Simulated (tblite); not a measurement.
Species: C6H11P.
Z-matrix (Å and degrees, GFN2-xTB geometry), rows numbered from 1:
```
C 
C   1  1.4910
C   2  1.3271  1  126.61
C   3  1.4963  2  117.72  1   179.59
C   4  1.5335  3  107.58  2    12.91
P   2  1.8401  1  120.16  3  -179.69
C   6  1.8615  2   97.00  1   -90.22
H   1  1.0902  2  110.27  3  -124.17
H   1  1.0899  2  109.92  3   117.45
H   1  1.0886  2  111.08  3    -3.22
H   3  1.0811  2  123.38  1     0.99
H   4  1.0925  3  110.84  2   134.43
H   4  1.0950  3  109.30  2  -107.84
H   5  1.0930  4  110.10  3    98.31
H   5  1.0908  4  112.96  3  -141.54
H   7  1.0884  6  108.89  2    75.54
H   7  1.0888  6  108.76  2  -166.46
H   7  1.0883  6  111.30  2   -45.30
```

All values are computed: GFN2-xTB (tblite) harmonic vibrations without scaling, gas phase. Against measured fundamentals such values can be off by several per cent, at times by over 20. One conformer, not necessarily the lowest.

Harmonic wavenumbers (cm⁻¹): 90.0, 115.0, 170.3, 176.4, 233.6, 245.8, 280.0, 432.6, 460.4, 620.4, 639.9, 677.2, 731.0, 774.3, 795.6, 872.2, 881.2, 945.6, 952.4, 1009.7, 1024.8, 1089.7, 1110.3, 1142.6, 1179.2, 1238.3, 1258.3, 1296.4, 1308.1, 1398.0, 1441.9, 1450.4, 1457.4, 1472.0, 1479.8, 1482.1, 1697.4, 2922.9, 2955.5, 2966.5, 2979.2, 2992.6, 3001.2, 3007.2, 3008.8, 3014.4, 3020.4, 3056.6.

A = 2636, B = 2322, C = 1560 MHz; mass 114.060 u (most abundant isotopes); point group C1, symmetry number 1.

Problem. Zero-point energy?

Solution. Half the sum of the wavenumbers: 33278 cm⁻¹ = 398.09 kJ/mol.

Problem. Entropy at 298.15 K, 1 bar (ideal gas, RRHO, classical rotation)?

Solution. Translation 167.93, rotation 116.78, vibration 89.58: S = 374.3 J/(mol K).

Problem. And Cp and H(298.15 K) − H(0)?

Solution. Cp = 140.23 J/(mol K), of which vibrations give 106.97 (their classical limit is 48 R = 399.1); H(298.15 K) − H(0) = 25.11 kJ/mol without the zero-point energy, 15.19 from vibrations.

Problem. Which modes carry the vibrational entropy at 298.15 K?

Solution. 90.0 cm⁻¹: 15.31; 115.0 cm⁻¹: 13.32; 170.3 cm⁻¹: 10.18; 176.4 cm⁻¹: 9.90; 233.6 cm⁻¹: 7.75; 245.8 cm⁻¹: 7.37 J/(mol K); the other 42 give 25.76 together.

Problem. What must be added to the electronic energy to get the Gibbs energy at 298.15 K and 1 bar?

Solution. ZPE + [H(298.15 K) − H(0)] − T·S = 398.09 + 25.11 − 111.59 = 311.61 kJ/mol.

Problem. How do the functions run with temperature in this model?

Solution. 
```
 T (K)  S (J/(mol K))  Cp (J/(mol K))  H − H(0) (kJ/mol)  G − H(0) (kJ/mol)  ln q(vib)
    50          229.9            45.6               1.84              -9.66       0.13
   100          268.7            67.9               4.70             -22.17       0.79
373.15          409.0           169.6              36.74            -115.87       6.20
   500          464.9           213.5              61.13            -171.33       8.90
   750          564.2           275.9             122.87            -300.28      14.22
  1000          649.6           317.4             197.36            -452.27      19.31
```

q(vib) and H(0) count from the zero-point level.

Hindered rotation and anharmonicity are outside this model. Other conformers, if any are populated, would add a mixing term that is left out. The structure is chiral; the term R ln 2 for an equal mix with its mirror image is left out.
